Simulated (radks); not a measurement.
Values are calculated unless marked as measured or tabulated.
Coulomb parameter of the 5d shell of the mercury ion Hg3+ in the model configuration [Xe] 4f14 5d7.5 6s1.5, as a second difference U = [E(n + 0.5) + E(n - 0.5) - 2 E(n)] / (0.5)^2 with all orbitals relaxed. "Bare": the charge of the atom changes with n. "Screened": the 6s shell takes up the change at fixed total charge, which measures U(5d,5d) + U(6s,6s) - 2 U(5d,6s). Level of theory: scalar-relativistic Kohn-Sham, BLYP, spin-unpolarised, spherical densities, point nucleus (a radial shooting solver on a logarithmic mesh with Libxc functionals).

case	configuration	E - E(n) (eV)
start	[Xe] 4f14 5d7.5 6s1.5	0.000
bare +0.5	[Xe] 4f14 5d8 6s1.5	-21.637
bare -0.5	[Xe] 4f14 5d7 6s1.5	25.276
screened +0.5	[Xe] 4f14 5d8 6s1	-4.967
screened -0.5	[Xe] 4f14 5d7 6s2	5.368

U(bare) = 14.556 eV, U(screened by 6s) = 1.605 eV, against the Slater integral F0(5d,5d) = 18.202 eV with frozen orbitals.
